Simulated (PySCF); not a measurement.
**Dipole response of Co²⁺ (cobalt, charge +2)**

[Ar] 3d7, high-spin 4F determinant. Calculation: PySCF 2.14, in def2-TZVPPD (6s6p4d2f1g, 67 functions); no relativity, point nucleus. Coupled (time-dependent) response in atomic units; α is the mean over directions.

```tsv
method	mean α (bohr³)	C₆ (like pair)	S(−4)
wB97M-V	2.759	6.526	6.370
```

S(−4) is the Cauchy moment in α(ω) = α(0) + S(−4) ω² + …

α(iu) at wB97M-V:

| u (hartree) | α(iu) (bohr³) |
| --- | --- |
| 0 | 2.759 |
| 0.0500 | 2.744 |
| 0.100 | 2.698 |
| 0.200 | 2.539 |
| 0.300 | 2.335 |
| 0.500 | 1.945 |
| 0.750 | 1.596 |
| 1.00 | 1.369 |
| 1.50 | 1.086 |
| 2.00 | 0.8985 |
| 3.00 | 0.6383 |
| 5.00 | 0.3501 |

For an ion, C₆ is the dispersion term alone; charge-induced terms of lower order in 1/R come first.
